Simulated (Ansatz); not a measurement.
System: fluoro(dimethyl)borane, C$_{2}$H$_{6}$BF (charge 0, singlet). 
Coordinates optimised at B3LYP-D3(BJ)/def2-TZVP (Ansatz, a program for electronic structure):
```xyz
10

B      0.0036    -0.0313     0.0561
F      0.0900    -0.6867     1.2245
C      1.3332     0.5048    -0.5708
C     -1.4178     0.1381    -0.5755
H      1.1845     1.3985    -1.1798
H      1.7247    -0.2658    -1.2476
H      2.1079     0.6957     0.1737
H     -1.8163     1.1115    -0.2611
H     -2.1274    -0.6204    -0.2413
H     -1.3937     0.1593    -1.6669
```

Dipole moments at this geometry, in debye (magnitudes).

```
level                program  dipole (D)
-------------------  -------  ----------
r2SCAN/def2-TZVPD     Ansatz        1.38
B3LYP/def2-TZVPD      Ansatz        1.41
PBE0/def2-TZVPD       Ansatz        1.42
BHLYP/def2-TZVPD      Ansatz        1.49
r2SCANh/def2-TZVPD    Ansatz           ?
CCSD(T)/aug-cc-pVDZ   Ansatz           ?
```

### Question
Fill in the missing entries.

### Answer

- r2SCANh/def2-TZVPD, dipole (D): 1.41
- CCSD(T)/aug-cc-pVDZ, dipole (D): 1.34
